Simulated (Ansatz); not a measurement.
Consider the cleavage of the Si–Ga bond: `F[SiH2][GaH2]` + `CO[SiH](F)S` → `CO[SiH](F)S[SiH2]F` + `[GaH3]`.

Calculated with Ansatz (gas phase, PBE0-D4/def2-TZVP geometries, no zero-point term in ΔE). CBS: MP2 limit from def2 TZ/QZ plus the TZ coupled-cluster correction, frozen cores. Functionals use def2-TZVPP. For Ga outer-core shells are correlated without core-valence functions, which leaves a few kJ/mol of doubt a bond. Scalar relativity is left out up to krypton. One conformer a species, not always the lowest.

```csv
species,r2SCAN-D4 energy (Eh)
`F[SiH2][GaH2]`,-2316.60377
`CO[SiH](F)S`,-903.96711
`CO[SiH](F)S[SiH2]F`,-1293.99117
`[GaH3]`,-1926.60570
```

(1) Work out ΔE.

Largest T1 diagnostic among the species: 0.013.

Answers

(1) ΔE = (-1293.99117) + (-1926.60570) − (-2316.60377) − (-903.96711) = -0.02599 Eh = -0.71 eV. CCSD(T)/CBS gives -0.68 eV.

From PBE to PBE0 (25 % exact exchange), in def2-TZVPP and without D4, ΔE moves by −0.05 eV. The D4 term adds −0.11 eV with B3LYP and −0.06 eV with PBE0; it sums over pairs of atoms, weighted by their polarisabilities, and B3LYP, whose exchange is more repulsive, gets the larger term.

B3LYP here is the variant with VWN-RPA as its local correlation; programs differ in this.
